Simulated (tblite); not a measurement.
Record of a relaxation.

Species: C₆H₁₀BFSe.
Numbering: `[CH2:1]=[CH:2][CH2:3][C@@H:4]1[CH2:5][Se:6][C@H:7]1[BH:8][F:9]` (hydrogens: H10, H11 on C1; H12 on C2; H13, H14 on C3; H15 on C4; H16, H17 on C5; H18 on C7; H19 on B8)

Computed with GFN2-xTB (tblite), gas phase: L-BFGS steps from a force-field or distance-geometry start until the largest atomic force falls under 0.01 eV/Å. 9 of its 94 geometries are shown.

Step 0: E = -735.7261 eV, largest atomic force 3.540 eV/Å
```
atom  x, y, z in Å  |  force x, y, z in eV/Å
C1      2.582    0.910   -1.172    0.348   0.616  -0.241
C2      2.041    0.367   -0.107    0.198  -0.365   0.669
C3      1.075   -0.761   -0.124   -0.417  -0.255  -0.074
C4     -0.245   -0.326    0.530    0.397  -0.432   1.405
C5     -1.226   -1.492    0.503    0.112  -0.608   0.553
Se6    -1.581   -1.059   -1.378   -1.531  -0.753  -0.721
C7     -1.076    0.535   -0.388    0.080   0.913   0.187
B8     -2.339    1.177    0.318   -2.616  -0.637  -2.073
F9     -3.583    0.399    0.308    2.934   1.912   0.514
H10     2.345    0.604   -2.188    0.158   0.115   0.359
H11     3.280    1.729   -1.008   -0.170  -0.218  -0.483
H12     2.328    0.736    0.890   -0.201  -0.214  -0.439
H13     1.454   -1.648    0.427   -0.005   0.505  -0.289
H14     0.803   -1.068   -1.173    0.739   0.205   0.868
H15    -0.070    0.118    1.541    0.031  -0.273  -0.513
H16    -2.130   -1.331    1.152    0.803  -0.303  -0.692
H17    -0.751   -2.473    0.660   -0.416   0.187   0.081
H18    -0.470    1.227   -0.983   -0.154   0.205   0.120
H19    -2.444    2.365    0.198   -0.290  -0.601   0.771
```

Step 12: E = -736.6911 eV, largest atomic force 0.241 eV/Å
```
atom  x, y, z in Å  |  force x, y, z in eV/Å
C1      2.595    0.941   -1.146   -0.044  -0.007   0.015
C2      2.066    0.389   -0.069   -0.026   0.059  -0.033
C3      1.079   -0.734   -0.098    0.007   0.005   0.023
C4     -0.283   -0.369    0.513    0.034   0.028   0.096
C5     -1.221   -1.569    0.485   -0.042  -0.015  -0.150
Se6    -1.779   -1.138   -1.377   -0.063   0.138   0.040
C7     -1.095    0.551   -0.428   -0.004  -0.204  -0.129
B8     -2.374    1.279    0.145   -0.109  -0.096  -0.065
F9     -3.426    0.540    0.443    0.130   0.112   0.123
H10     2.343    0.599   -2.137   -0.037  -0.012  -0.008
H11     3.304    1.751   -1.101   -0.006  -0.035   0.069
H12     2.344    0.736    0.919   -0.028   0.044  -0.007
H13     1.492   -1.576    0.467   -0.019   0.009   0.035
H14     0.922   -1.062   -1.129    0.030  -0.004   0.022
H15    -0.132    0.052    1.507    0.012   0.095   0.191
H16    -2.087   -1.443    1.134    0.045  -0.027  -0.016
H17    -0.778   -2.552    0.641    0.054   0.018  -0.121
H18    -0.442    1.178   -1.044   -0.120  -0.080  -0.026
H19    -2.537    2.436    0.283    0.184  -0.027  -0.057
```

Step 23: E = -736.7941 eV, largest atomic force 0.178 eV/Å
```
atom  x, y, z in Å  |  force x, y, z in eV/Å
C1      2.563    0.959   -1.117    0.026   0.025  -0.052
C2      2.032    0.452   -0.022   -0.065   0.070  -0.014
C3      1.078   -0.698   -0.030    0.001  -0.075  -0.064
C4     -0.333   -0.397    0.478   -0.036  -0.041   0.050
C5     -1.222   -1.641    0.401    0.035  -0.025   0.095
Se6    -1.959   -1.160   -1.368    0.070   0.152  -0.056
C7     -1.136    0.490   -0.500   -0.143  -0.040  -0.098
B8     -2.297    1.336    0.148    0.101   0.024   0.004
F9     -3.285    0.710    0.750    0.098   0.046   0.028
H10     2.297    0.593   -2.095    0.002  -0.060  -0.053
H11     3.297    1.745   -1.100   -0.029   0.092   0.057
H12     2.312    0.842    0.947   -0.051  -0.012   0.058
H13     1.505   -1.487    0.594   -0.039  -0.067   0.048
H14     0.992   -1.075   -1.048   -0.004  -0.094  -0.114
H15    -0.271    0.028    1.485   -0.029   0.029   0.048
H16    -2.031   -1.626    1.132    0.064  -0.061  -0.015
H17    -0.710   -2.602    0.405    0.014   0.017   0.064
H18    -0.508    1.028   -1.213    0.023   0.028   0.072
H19    -2.334    2.511    0.159   -0.039  -0.007  -0.059
```

Step 35: E = -736.8461 eV, largest atomic force 0.183 eV/Å
```
atom  x, y, z in Å  |  force x, y, z in eV/Å
C1      2.509    0.979   -1.104    0.042  -0.005  -0.011
C2      1.959    0.456   -0.024   -0.046   0.077   0.010
C3      1.057   -0.733   -0.024    0.060   0.013   0.026
C4     -0.360   -0.428    0.468    0.076   0.063  -0.093
C5     -1.211   -1.692    0.362    0.029   0.046   0.053
Se6    -1.993   -1.148   -1.371   -0.058   0.028  -0.075
C7     -1.133    0.477   -0.529    0.084   0.060   0.151
B8     -2.212    1.405    0.144    0.007   0.017   0.028
F9     -3.064    0.871    0.997    0.118   0.061  -0.083
H10     2.346    0.568   -2.087   -0.032  -0.027   0.017
H11     3.167    1.828   -1.054   -0.006   0.043   0.010
H12     2.147    0.889    0.950   -0.001   0.036   0.003
H13     1.479   -1.484    0.650    0.043  -0.068  -0.019
H14     1.005   -1.157   -1.032   -0.044   0.010   0.038
H15    -0.319    0.000    1.478   -0.001  -0.082  -0.097
H16    -1.993   -1.764    1.113   -0.072   0.013   0.046
H17    -0.636   -2.616    0.322   -0.076  -0.050  -0.031
H18    -0.474    0.985   -1.241   -0.072  -0.084   0.076
H19    -2.283    2.573   -0.011   -0.050  -0.150  -0.049
```

Step 46: E = -736.9150 eV, largest atomic force 0.139 eV/Å
```
atom  x, y, z in Å  |  force x, y, z in eV/Å
C1      2.449    1.022   -1.073    0.044  -0.033  -0.019
C2      1.891    0.489   -0.002   -0.039   0.071  -0.029
C3      1.092   -0.780   -0.007    0.111   0.040  -0.020
C4     -0.334   -0.509    0.475    0.075  -0.055  -0.030
C5     -1.245   -1.729    0.318   -0.078   0.028  -0.008
Se6    -2.113   -1.034   -1.326   -0.010   0.002  -0.032
C7     -1.049    0.474   -0.476    0.031  -0.045   0.005
B8     -2.104    1.453    0.133    0.008   0.048  -0.023
F9     -2.720    1.094    1.241   -0.010   0.039   0.032
H10     2.405    0.523   -2.028    0.006   0.061  -0.012
H11     2.990    1.957   -1.044   -0.047  -0.129   0.024
H12     1.944    1.009    0.949   -0.004  -0.102  -0.011
H13     1.571   -1.521    0.641   -0.056   0.036   0.070
H14     1.052   -1.200   -1.017    0.014   0.064   0.001
H15    -0.305   -0.140    1.506   -0.010  -0.022  -0.052
H16    -1.997   -1.805    1.099   -0.023  -0.010   0.078
H17    -0.756   -2.695    0.180    0.043   0.113  -0.030
H18    -0.390    0.902   -1.233    0.010   0.011   0.055
H19    -2.389    2.497   -0.329   -0.065  -0.116   0.000
```

Step 58: E = -736.9494 eV, largest atomic force 0.166 eV/Å
```
atom  x, y, z in Å  |  force x, y, z in eV/Å
C1      2.466    1.017   -1.069   -0.001  -0.036  -0.018
C2      1.905    0.465   -0.010   -0.021   0.004   0.014
C3      1.115   -0.805   -0.013   -0.047   0.008   0.033
C4     -0.307   -0.510    0.473   -0.027  -0.016   0.023
C5     -1.272   -1.685    0.301   -0.009  -0.023  -0.008
Se6    -2.177   -0.911   -1.299    0.106  -0.017   0.127
C7     -1.000    0.512   -0.437    0.014  -0.009   0.001
B8     -2.146    1.410    0.121    0.116   0.064  -0.033
F9     -2.602    1.210    1.342   -0.019  -0.084   0.051
H10     2.409    0.557   -2.041    0.043  -0.038  -0.049
H11     3.012    1.943   -1.011   -0.012   0.012   0.001
H12     1.944    0.967    0.947    0.095  -0.016   0.066
H13     1.579   -1.524    0.670   -0.006  -0.016  -0.043
H14     1.083   -1.244   -1.014    0.002   0.054   0.016
H15    -0.252   -0.167    1.510   -0.063   0.015   0.015
H16    -1.988   -1.784    1.116   -0.006   0.023  -0.023
H17    -0.805   -2.647    0.100    0.005   0.010  -0.043
H18    -0.326    0.942   -1.175   -0.089   0.061  -0.078
H19    -2.647    2.262   -0.506   -0.081   0.003  -0.052
```

Step 70: E = -736.9743 eV, largest atomic force 0.133 eV/Å
```
atom  x, y, z in Å  |  force x, y, z in eV/Å
C1      2.518    0.980   -1.076    0.001  -0.004   0.010
C2      1.984    0.433    0.000   -0.037   0.024   0.033
C3      1.108   -0.779   -0.003   -0.004   0.014  -0.037
C4     -0.309   -0.447    0.477    0.017  -0.022   0.010
C5     -1.259   -1.637    0.313    0.029  -0.029   0.044
Se6    -2.164   -0.892   -1.288   -0.006  -0.004  -0.026
C7     -1.017    0.557   -0.443    0.040   0.019  -0.001
B8     -2.231    1.366    0.109    0.069   0.003  -0.074
F9     -2.675    1.094    1.322   -0.068  -0.024   0.112
H10     2.383    0.561   -2.060   -0.018   0.005   0.025
H11     3.125    1.868   -1.016    0.013  -0.027  -0.022
H12     2.146    0.880    0.972   -0.006   0.010   0.017
H13     1.535   -1.536    0.664   -0.034   0.013  -0.050
H14     1.049   -1.192   -1.012    0.011  -0.024  -0.021
H15    -0.267   -0.095    1.513    0.004   0.035  -0.009
H16    -1.972   -1.752    1.127   -0.040   0.047   0.020
H17    -0.776   -2.592    0.112    0.018   0.002  -0.032
H18    -0.378    1.024   -1.190    0.019  -0.017   0.008
H19    -2.812    2.171   -0.514   -0.009  -0.022  -0.009
```

Step 81: E = -736.9824 eV, largest atomic force 0.041 eV/Å
```
atom  x, y, z in Å  |  force x, y, z in eV/Å
C1      2.539    0.965   -1.076    0.010  -0.006  -0.002
C2      2.011    0.414    0.001   -0.001   0.015  -0.009
C3      1.105   -0.775   -0.028    0.005   0.014  -0.007
C4     -0.289   -0.418    0.492    0.000  -0.004   0.005
C5     -1.261   -1.590    0.344   -0.001  -0.006   0.005
Se6    -2.115   -0.864   -1.295   -0.011  -0.007  -0.010
C7     -0.995    0.591   -0.421    0.001  -0.003   0.001
B8     -2.276    1.308    0.099   -0.002  -0.041  -0.002
F9     -2.753    0.984    1.292   -0.002   0.005   0.012
H10     2.364    0.557   -2.059    0.008   0.020  -0.006
H11     3.176    1.832   -1.026   -0.002  -0.015   0.010
H12     2.195    0.835    0.981    0.007  -0.006  -0.004
H13     1.521   -1.572    0.597    0.000   0.015  -0.001
H14     1.015   -1.148   -1.052    0.002  -0.018  -0.002
H15    -0.215   -0.055    1.522    0.002  -0.013   0.014
H16    -1.996   -1.658    1.145   -0.012   0.013   0.002
H17    -0.796   -2.559    0.173    0.003  -0.014   0.009
H18    -0.351    1.085   -1.145   -0.004   0.018  -0.002
H19    -2.889    2.078   -0.536   -0.005   0.032  -0.014
```

Step 93: E = -736.9836 eV, largest atomic force 0.009 eV/Å
```
atom  x, y, z in Å  |  force x, y, z in eV/Å
C1      2.552    0.963   -1.081    0.005  -0.005   0.004
C2      2.020    0.409   -0.008   -0.003  -0.001  -0.001
C3      1.104   -0.772   -0.036   -0.002  -0.004  -0.001
C4     -0.286   -0.411    0.495    0.004  -0.004   0.003
C5     -1.263   -1.580    0.354    0.003  -0.002   0.004
Se6    -2.099   -0.867   -1.301    0.001   0.004  -0.004
C7     -0.998    0.597   -0.413    0.007  -0.006  -0.001
B8     -2.296    1.289    0.096   -0.004   0.003   0.002
F9     -2.786    0.949    1.280   -0.005   0.004   0.005
H10     2.366    0.574   -2.070    0.003   0.003  -0.006
H11     3.204    1.817   -1.021    0.000   0.007  -0.002
H12     2.219    0.817    0.975    0.003   0.003   0.003
H13     1.521   -1.569    0.586   -0.002   0.000   0.000
H14     1.006   -1.146   -1.059   -0.005   0.003  -0.003
H15    -0.202   -0.052    1.526   -0.003   0.004   0.001
H16    -2.008   -1.627    1.147   -0.002  -0.003  -0.001
H17    -0.804   -2.556    0.203   -0.002  -0.006   0.003
H18    -0.358    1.108   -1.129    0.002   0.001  -0.006
H19    -2.902    2.068   -0.537    0.000  -0.002  -0.001
```

Task: Summarise the path.

Result: The energy falls by 29.00 kcal/mol from step 0 to step 93; nine tenths of that is first reached at step 38. It falls at every step. The largest force goes from 3.540 to 0.009 eV/Å. Among the bonds B8–F9 changes most, from 1.468 to 1.325 Å; the atoms move by 0.444 Å rms after alignment.

The cost below is that of the whole relaxation. Hardware: one thread, Arm Neoverse N1 (aarch64), no GPU (shared host). Cost: 1.3 s wall.
